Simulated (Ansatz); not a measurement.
Basis-set series for `O[SiH]1[AlH][Al]1[F]`. Total charge 0; spin multiplicity 1. The structure was optimised at the PBE0-D4/def2-TZVP level. It is one conformer, not always the lowest.

Z-matrix (Å, degrees):
```
Si
Al 1 2.390
Al 1 2.382 2 64.2
O 1 1.648 2 138.1 3 -167.6
H 1 1.654 2 52.6 3 -86.0
H 2 1.595 1 143.9 3 164.4
F 3 1.653 1 145.4 2 162.1
H 4 0.960 1 117.9 2 152.2
```

| functional | basis | functions | energy (Eh) | HOMO (eV) | LUMO (eV) |
| --- | --- | --- | --- | --- | --- |
| PBE0-D4 | def2-SVP | 97 | -950.39140 | -6.44 | -1.28 |
| PBE0-D4 | def2-QZVPP | 414 | -950.92659 | -6.45 | -1.40 |
| ωB97M-V | def2-SVP | 97 | -950.80181 | -8.19 | 0.45 |
| ωB97M-V | def2-QZVPP | 414 | -951.33802 | -8.25 | 0.07 |

Q: Give the rows for def2-TZVPP. (An estimate is asked.)

A: Computed: 
| functional | basis | functions | energy (Eh) | HOMO (eV) | LUMO (eV) |
| --- | --- | --- | --- | --- | --- |
| PBE0-D4 | def2-TZVPP | 230 | -950.89235 | -6.43 | -1.33 |
| ωB97M-V | def2-TZVPP | 230 | -951.30491 | -8.22 | 0.33 |

Positive LUMOs are unbound and depend on the basis.
